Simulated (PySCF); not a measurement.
# `CC#CC1=CNC1=O`, C6H5NO

Molfile (atoms numbered from 1):
```
C6H5NO
     RDKit          3D

 13 13  0  0  0  0  0  0  0  0999 V2000
   -3.0655    0.2987    0.5963 C   0  0  0  0  0  0  0  0  0  0  0  0
   -1.6586    0.1339    0.3262 C   0  0  0  0  0  0  0  0  0  0  0  0
   -0.4869   -0.0253    0.0870 C   0  0  0  0  0  0  0  0  0  0  0  0
    0.8758   -0.1492   -0.1390 C   0  0  0  0  0  0  0  0  0  0  0  0
    1.7309   -0.9761   -0.7766 C   0  0  0  0  0  0  0  0  0  0  0  0
    2.8899   -0.1582   -0.5654 N   0  0  0  0  0  0  0  0  0  0  0  0
    2.1005    0.6703    0.2609 C   0  0  0  0  0  0  0  0  0  0  0  0
    2.3797    1.5615    0.9951 O   0  0  0  0  0  0  0  0  0  0  0  0
   -3.6242    0.3415   -0.3389 H   0  0  0  0  0  0  0  0  0  0  0  0
   -3.2313    1.2216    1.1515 H   0  0  0  0  0  0  0  0  0  0  0  0
   -3.4332   -0.5409    1.1869 H   0  0  0  0  0  0  0  0  0  0  0  0
    1.6920   -1.9008   -1.3169 H   0  0  0  0  0  0  0  0  0  0  0  0
    3.8265   -0.4765   -0.3635 H   0  0  0  0  0  0  0  0  0  0  0  0
  1  2  1  0
  2  3  3  0
  3  4  1  0
  4  5  2  0
  5  6  1  0
  6  7  1  0
  7  8  2  0
  7  4  1  0
  1  9  1  0
  1 10  1  0
  1 11  1  0
  5 12  1  0
  6 13  1  0
M  END
```

Theory: GIAO HSE06/cc-pVDZ magnetisability, rotational g tensor and spin-rotation constants, non-relativistic, gas phase in PySCF. Geometry: GFN2-xTB.

Task: What are the magnetisability and the molar susceptibility?

Result: Isotropic -942 × 10⁻³⁰ J/T², or -56.7 × 10⁻⁶ cm³/mol; principal values -1046, -991, -790 × 10⁻³⁰ J/T², anisotropy 233 × 10⁻³⁰ J/T² (root of half the summed squared differences of the principal values). The susceptibility is in cgs units.

Task: Split it along the inertial axes a, b, c into diamagnetic and paramagnetic parts about the centre of mass, with the quadrupole moment.

Result: 
```csv
axis,χ (10⁻⁶ cm³/mol),diamagnetic (10⁻⁶ cm³/mol),paramagnetic (10⁻⁶ cm³/mol),summed x² of all electrons (Å²),quadrupole Θ (D Å)
a,-62.5,-298.5,236.0,272.0,+13.60
b,-48.0,-1202.9,1154.9,58.9,-6.25
c,-59.7,-1403.8,1344.1,11.5,-7.35
```
Anisotropies 2χaa − χbb − χcc = -17.3 and 2χbb − χaa − χcc = +26.1 × 10⁻⁶ cm³/mol. Θ is traceless in Buckingham's convention.

Task: And the rotational g tensor?

Result: 
```tsv
axis	rotational constant (GHz)	g	nuclear part	electronic part
a	5.4652	-0.0472	0.5586	-0.6058
b	1.0722	-0.0107	0.5711	-0.5817
c	0.9031	-0.0038	0.5665	-0.5703
```
Asymmetric top; isotopes 12C, 1H, 14N, 16O; no vibrational averaging.
